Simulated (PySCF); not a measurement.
Isomers C6H8FP:

A. SMILES c1(F)c(C)cp(C)c1
B. SMILES Cc1cc(C)c(F)[pH]1
C. SMILES C1=CC(F)C=CP1C

Spectrum 1. $^{13}$C{$^{1}$H} NMR (computed): δ 172.6 (C), 148.5 (C), 143.8 (CH), 118.7 (CH), 18.4 (CH3), 13.2 (CH3).

Spectrum 2. $^{13}$C{$^{1}$H} NMR (computed): δ 140.3 (CH), 137.8 (CH), 91.4 (CH), 13.2 (CH3).

Spectrum 3. $^{13}$C{$^{1}$H} NMR (computed): δ 176.9 (C), 143.3 (CH), 142.8 (C), 134.3 (C), 21.5 (CH3), 13.8 (CH3).

[PySCF: GFN2-xTB structure; PBE0/pcSseg-1 with gauge-including orbitals; fast rotation and ring inversion assumed for equivalent nuclei; isolated molecule; one computed conformer; no relativistic terms]

Referencing at the same level of theory: $^{13}$C (σref 186.93) vs TMS. Splittings of carbon signals by F and P are missing where no couplings were computed. Shifts are as computed. Against solution values, carbons near 30 ppm lie about +3 ppm off and those near 130 ppm about +5 ppm. Of 1211 compounds with measured shifts, 218 miss one by over three times the rms of a fit or turn the order of signals round; such compounds aren't used in these exercises.

Problem. Which spectrum belongs to which compound?

Solution. 1–A, 2–C, 3–B.

- Spectrum 1 (A): 6 $^{13}$C signals; δC 18.4 is a methyl carbon on an unsaturated ring; δC 172.6 is a unsaturated ring carbon.
- Spectrum 2 (C): 4 $^{13}$C signals; δC 140.3 is an alkene CH; δC 137.8 is an alkene CH.
- Spectrum 3 (B): 6 $^{13}$C signals; δC 21.5 is a methyl carbon on an unsaturated ring; δC 13.8 is a methyl carbon on an unsaturated ring.
